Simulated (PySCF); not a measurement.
# Working out the ionisation energy of Br

Br [Ar] 3d10 4s2 4p5 (2P) → Br⁺ [Ar] 3d10 4s2 4p4 (3P). Calculation: PySCF 2.14, in def2-TZVPPD (7s6p5d1f, 57 functions); no relativity, point nucleus. Frozen: [Ne]. Energies in hartree (1 hartree = 27.21139 eV):

| part | Br (lower) | Br⁺ (upper) |
| --- | --- | --- |
| UHF | -2572.398469 | -2572.003048 |
| CCSD correlation | -0.316865 | -0.286417 |
| (T) | -0.008564 | -0.007102 |

What does Hartree-Fock give?

(-2572.003048) − (-2572.398469) = 0.395421 hartree = 10.760 eV.

What do CCSD and CCSD(T) give?

The CCSD correlation energies differ by 0.030448 hartree = 0.829 eV and the triples by 0.001462 hartree = 0.040 eV, so CCSD gives 11.589 eV and CCSD(T) 11.629 eV.

Measured between the centres of the two terms (NIST): 11.844 eV, so CCSD(T) (valence and next inner shell) is off by -0.215 eV.

The calculation is non-relativistic.

What remains against the reference includes basis incompleteness, the frozen core and higher excitations.
